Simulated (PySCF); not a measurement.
Ge(OMe)4 (C4H12GeO4), SMILES C[O][Ge]([O]C)([O]C)[O]C.

The structure is a stationary point at PBE-D3(BJ)/def2-SVP. The isomer is the one that the SMILES or the coordinates give; other isomers of the formula were not compared. One conformer was computed; it need not be the lowest.

Method: TDA-LC-ωPBE/def2-SVP run with PySCF 2.14.0.

Vertical excitations; the highest root listed may be one member of a degenerate set.  State labels are in the subgroup C2.

Computed excitation energies, oscillator strengths and character:
| state | symmetry | energy (eV) | λ (nm) | f | main pairs |
|---|---|---|---|---|---|
| S1 | B | 7.66 | 162 | 0.016 | HOMO−1→LUMO, HOMO→LUMO (degenerate set) |
| S2 | B | 7.66 | 162 | 0.016 | HOMO→LUMO, HOMO−1→LUMO (degenerate set) |
| S3 | A | 7.66 | 162 | 0.000 | HOMO−2→LUMO 85 % |
| S4 | A | 7.95 | 156 | 0.040 | HOMO−3→LUMO 81 % |
| S5 | B | 8.62 | 144 | 0.051 | HOMO−5→LUMO, HOMO−4→LUMO (degenerate set) |
| S6 | B | 8.62 | 144 | 0.051 | HOMO−4→LUMO, HOMO−5→LUMO (degenerate set) |
| T1 | B | 6.95 | 178 | 0 | HOMO−1→LUMO (degenerate set) |
| T2 | B | 6.95 | 178 | 0 | HOMO→LUMO (degenerate set) |
Triplets are in the Tamm–Dancoff approximation.
